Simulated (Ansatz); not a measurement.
```yaml
crystal:
  periodic: [false, false, false]
  atoms:
    - {symbol: Si, position_ang: [-1.837580, -2.758608, 2.868742]}
    - {symbol: Si, position_ang: [1.241285, -2.890451, -0.254454]}
    - {symbol: Si, position_ang: [-1.661769, 2.599434, -2.785018]}
    - {symbol: Si, position_ang: [1.128262, -0.145216, -2.818309]}
    - {symbol: Si, position_ang: [-1.594511, -0.198357, -0.099917]}
    - {symbol: Si, position_ang: [1.102645, -0.208334, 2.615743]}
    - {symbol: Si, position_ang: [1.066922, 2.564025, -0.070495]}
    - {symbol: Si, position_ang: [3.818827, -0.118429, -0.059184]}
    - {symbol: Si, position_ang: [-3.006134, -1.483964, 1.273942]}
    - {symbol: Si, position_ang: [-2.963706, 1.174463, -1.430538]}
    - {symbol: Si, position_ang: [-0.235397, -1.529210, -1.478630]}
    - {symbol: Si, position_ang: [-0.273830, -1.460634, 4.052535]}
    - {symbol: Si, position_ang: [2.464200, -1.543416, 1.237367]}
    - {symbol: Si, position_ang: [-0.261501, 1.245828, -4.119950]}
    - {symbol: Si, position_ang: [-0.304343, 3.937294, -1.397717]}
    - {symbol: Si, position_ang: [2.447889, 1.223828, -1.423766]}
    - {symbol: Si, position_ang: [-0.256079, 1.161842, 1.271432]}
    - {symbol: O, position_ang: [-0.262014, 1.272811, -5.669805]}
    - {symbol: H, position_ang: [-2.819860, -3.344818, 3.837294]}
    - {symbol: H, position_ang: [-1.134907, -3.889070, 2.187082]}
    - {symbol: H, position_ang: [2.203388, -3.512160, -1.221578]}
    - {symbol: H, position_ang: [0.519134, -3.989344, 0.458208]}
    - {symbol: H, position_ang: [-2.523714, 3.445321, -3.671268]}
    - {symbol: H, position_ang: [1.999326, -0.980453, -3.706069]}
    - {symbol: H, position_ang: [2.008300, 0.662452, 3.438937]}
    - {symbol: H, position_ang: [1.941208, 3.415831, 0.803378]}
    - {symbol: H, position_ang: [4.737952, -0.931183, -0.919318]}
    - {symbol: H, position_ang: [4.646596, 0.756770, 0.831993]}
    - {symbol: H, position_ang: [-3.860815, -2.376677, 0.426870]}
    - {symbol: H, position_ang: [-3.905340, -0.527207, 1.997437]}
    - {symbol: H, position_ang: [-3.841404, 0.324526, -2.297404]}
    - {symbol: H, position_ang: [-3.839504, 2.000929, -0.537925]}
    - {symbol: H, position_ang: [-1.107772, -2.361429, -2.371846]}
    - {symbol: H, position_ang: [0.556396, -2.347288, 4.929641]}
    - {symbol: H, position_ang: [-1.020564, -0.500833, 4.928800]}
    - {symbol: H, position_ang: [3.333465, -2.412830, 2.098555]}
    - {symbol: H, position_ang: [0.539846, 4.837186, -2.246845]}
    - {symbol: H, position_ang: [-1.175611, 4.787403, -0.523530]}
    - {symbol: H, position_ang: [3.291149, 2.110432, -2.292914]}
    - {symbol: H, position_ang: [-1.160446, 1.989558, 2.138527]}
basis:
  gaussian: {orbitals: def2-mTZVP, fitting: {mean_field: def2-universal-jkfit}}
hamiltonian: {xc: {name: revPBE}, dispersion: d4}
```

```sh
$ ansatz run in.yaml --threads 2 --pin off --events-out ev --progress --plain --max-ram 32768MiB --backend cuda --devices 0, --max-vram 18GiB
```

Shortened log:

```
Functional definition: revPBE
2649 factors; integrals over basis functions are off by at most 8.8e-1 eV
mean field evaluation 1: about -136289.2495 eV, gradient 7.8e1 eV
mean field evaluation 2: about -136077.0344 eV, gradient 1.9e2 eV
mean field evaluation 4: about -136298.5268 eV, gradient 3.8e1 eV
mean field evaluation 8: about -136302.7018 eV, gradient 1.2e0 eV
mean field evaluation 16: about -136302.6976 eV, gradient 1.7e-3 eV
mean field -136302.69760132 eV, -5009.0317475619 hartree, gradient 1.8e-5 eV, S^2 0.000000; 0 other end points of the search recorded, 0 dependent functions left out
reference -136302.69772573 eV, -5009.0317521339 hartree; 134, 134 occupied and 330, 330 virtual orbitals, 2649 factors
Total energy: -136308.36565659 eV, -5009.2400447509 hartree
```

Hardware: 2 threads of AMD EPYC 7R13 on a shared host and a share (18 GiB) of an NVIDIA H100 80GB HBM3. Wall time 24 s.
